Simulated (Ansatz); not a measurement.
The cluster Mn₂Cu⁻. Total charge -1; septet. Geometry PBE-D4/def2-TZVPD; atoms count from 1.

```
atom   x (Å)   y (Å)   z (Å)
 Cu1   0.183   0.073   1.430
 Mn2   1.035   0.295  -0.876
 Mn3  -1.218  -0.368  -0.554
```

The charge -1 septet is spin-contaminated (final ⟨S²⟩ up to 14.74, 12.00 for a pure state). The highest occupied level of the charge -1 septet lies above zero (up to 0.50 eV). It is a level of β spin, whose loss leaves a octet; that state wasn't run at this geometry and level. The electron is either unbound and held by the finite basis, or the level is raised by self-interaction error. The geometry of the septet was relaxed on an unsound state (⟨S²⟩ 13.77, where a pure state has 12.00). At PBE0-D4/def2-TZVPD a multiplicity 9 of charge -1 lies 1.35 eV below the septet, each at its own geometry. That multiplicity 9 is doubtful there (⟨S²⟩ 21.49, where a pure state has 20.00). The structure comes from a short search, and lower isomers may exist.

(1) Estimate the Mulliken populations from the PBE0/def2-TZVPD orbitals of Ansatz.

(2) Where does the spin sit?

(3) And the Mayer bond orders between bonded heavy atoms (over 0.3)?

## Answers

(1) 
```
atom  charge (e)  spin (α − β)  d electrons
 Cu1       -0.29         -0.84         9.90
 Mn2       -0.35          3.42         5.57
 Mn3       -0.35          3.42         5.57
```
Mulliken values and Mayer orders depend strongly on the basis. With diffuse functions, as here, like atoms can get unlike values, and bond orders can come out too low or too high.

(2) Summed by element: Cu -0.84, Mn 6.84, of 6 unpaired in all. Largest on single atoms: Mn3 3.42, Mn2 3.42, Cu1 -0.84.

(3) Cu1–Mn2 0.82 (2.47 Å); Cu1–Mn3 0.82 (2.47 Å); Mn2–Mn3 1.74 (2.37 Å).
